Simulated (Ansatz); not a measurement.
Dimethylphenylsulfonium dicyanamide, `C[S+](C)c1ccccc1.N#C[N-]C#N` was relaxed with PBE-D4 (def2-SVP) in Ansatz in these states: charge -1 doublet, neutral singlet. The geometries follow in no particular order.

A:

```xyz
25

C    -2.156   -0.871    0.413
S    -1.064    0.563    0.659
C    -2.019    1.819   -0.292
C     0.321    0.285   -0.446
C     1.580    0.687    0.030
C     2.703    0.481   -0.785
C     2.562   -0.110   -2.049
C     1.294   -0.505   -2.510
C     0.161   -0.312   -1.710
H    -1.507   -1.756    0.544
H    -2.884   -0.831    1.246
H    -2.639   -0.830   -0.579
H    -2.972    1.975    0.249
H    -1.423    2.750   -0.274
H    -2.197    1.490   -1.333
H     1.701    1.111    1.036
H     3.695    0.763   -0.405
H     3.448   -0.277   -2.679
H     1.185   -0.977   -3.499
H    -0.826   -0.635   -2.072
N    -1.966   -0.820    3.727
C    -0.930   -1.010    3.179
N     0.072   -1.223    2.347
C     1.347   -0.990    2.582
N     2.515   -0.779    2.622
```

B:

```xyz
25

C    -0.312   -1.225   -2.117
S    -0.578   -1.124   -0.331
C    -1.677    1.950   -0.878
C     0.935   -0.482    0.307
C     0.896   -0.041    1.655
C     2.054    0.467    2.252
C     3.262    0.559    1.533
C     3.293    0.139    0.195
C     2.142   -0.381   -0.419
H     0.384   -2.040   -2.406
H    -1.335   -1.424   -2.502
H     0.042   -0.255   -2.518
H    -2.368    1.390   -1.526
H    -1.788    1.872    0.213
H    -0.759    2.386   -1.300
H    -0.067   -0.069    2.199
H     2.008    0.811    3.298
H     4.168    0.966    2.011
H     4.227    0.212   -0.385
H     2.187   -0.712   -1.467
N    -3.604   -1.136   -1.791
C    -3.703   -0.933   -0.620
N    -3.939   -0.738    0.650
C    -3.084   -0.296    1.535
N    -2.386    0.103    2.415
```

Question: Judge from the bond lengths which geometry belongs to which state (an estimate).

Answer: A is the neutral singlet (S2–C3 1.842 Å, S2–C4 1.793 Å, C4–C5 1.405 Å); B is the charge -1 doublet (S2–C3 3.310 Å, S2–C4 1.763 Å, C4–C5 1.419 Å).

The charge -1 doublet has come apart into loosely held pieces.
